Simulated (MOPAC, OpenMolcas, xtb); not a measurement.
# C2H3BN (SMILES C[B]C#N): methods side by side

C2H3BN: 7 atoms, total charge 0, spin state doublet. SMILES: `C[B]C#N`. The coordinates come from a GFN2-xTB relaxation.

Quantity: the dipole moment, in D. The values are calculated.

```json
{"level": "MNDO", "kind": "semi-empirical", "program": "MOPAC", "value (D)": "3.85"}
{"level": "PM6", "kind": "semi-empirical", "program": "MOPAC", "value (D)": "5.12"}
{"level": "PM7", "kind": "semi-empirical", "program": "MOPAC", "value (D)": "3.87"}
{"level": "GFN0-xTB", "kind": "semi-empirical", "program": "xtb", "value (D)": "9.11"}
{"level": "UHF/STO-3G", "kind": "Hartree–Fock", "program": "OpenMolcas", "value (D)": "2.98"}
{"level": "UHF/3-21G", "kind": "Hartree–Fock", "program": "OpenMolcas", "value (D)": "3.86"}
{"level": "UHF/def2-SVP", "kind": "Hartree–Fock", "program": "OpenMolcas", "value (D)": "4.14"}
{"level": "UHF/def2-SVPD", "kind": "Hartree–Fock", "program": "OpenMolcas", "value (D)": "4.29"}
{"level": "USVWN5/pcseg-1", "kind": "LDA", "program": "OpenMolcas", "value (D)": "4.49"}
{"level": "UBP86/def2-SVP", "kind": "GGA", "program": "OpenMolcas", "value (D)": "4.16"}
```

The values span 2.98 to 9.11 D. Spin contamination of the reference (⟨S²⟩ at least 0.1 too high) touches UHF/STO-3G, UHF/3-21G, UHF/def2-SVP, UHF/def2-SVPD. Sets without polarisation functions give poor dipoles. Without the sets that lack polarisation functions the rows with a basis span only 4.14 to 4.49 D.
